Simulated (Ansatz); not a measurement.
`[CH3][K]` + H–F → `[F][K]` + CH₄ at 400 K and 1 bar (ligand exchange at a K–C bond).

Calculated with Ansatz (gas phase, PBE0-D4/def2-TZVP geometries, no zero-point term in ΔE). CCSD(T)/CBS is the MP2 limit (def2-TZVPP, def2-QZVPP) plus CCSD(T) − MP2 in def2-TZVPP, frozen cores. This one scheme is used for every species. For K outer-core shells are correlated without core-valence functions, which leaves a few kJ/mol of doubt a bond. Scalar relativity is left out up to krypton.

```
   species  CCSD(T)/CBS energy (Eh)  H − E (kJ/mol)  S (J/(mol·K))
`[CH3][K]`               -639.25569           102.6          273.4
       H–F               -100.39570            36.5          182.2
  `[F][K]`               -699.28088            15.6          237.0
       CH₄                -40.46206           131.3          197.2
```

H − E and S are ideal-gas, rigid-rotor, harmonic terms from PBE0-D4/def2-TZVP. 1 Eh = 2625.50 kJ/mol, R = 8.31446 J/(mol·K).

**Question.** By hand: ΔE, ΔH, ΔS and ΔG.

**Answer.** ΔE = (-699.28088) + (-40.46206) − (-639.25569) − (-100.39570) = -0.09155 Eh = -240.4 kJ/mol. Δ(H − E) = 15.6 + 131.3 − 102.6 − 36.5 = 7.8, so ΔH = -232.6 kJ/mol. ΔS = 237.0 + 197.2 − 273.4 − 182.2 = -21.4 J/(mol·K). ΔG = -232.6 − 400 × (-21.4)/1000 = -224.0 kJ/mol.

**Question.** By hand: the equilibrium constant, and the temperature at which ΔG would vanish if ΔH and ΔS stayed fixed.

**Answer.** log₁₀ K = −ΔG/(RT ln 10) = 29.3. ΔG = 0 at ΔH/ΔS = 10869 K, far beyond where these terms or the molecules hold.

ΔH outweighs TΔS. A doubt of 5 kJ/mol in ΔE shifts log₁₀ K by 0.7 here. These are equilibria of isolated gas molecules and say nothing of rates. Largest T1 diagnostic: 0.017 (customary marks: 0.02 for closed shells, 0.045 for open ones).
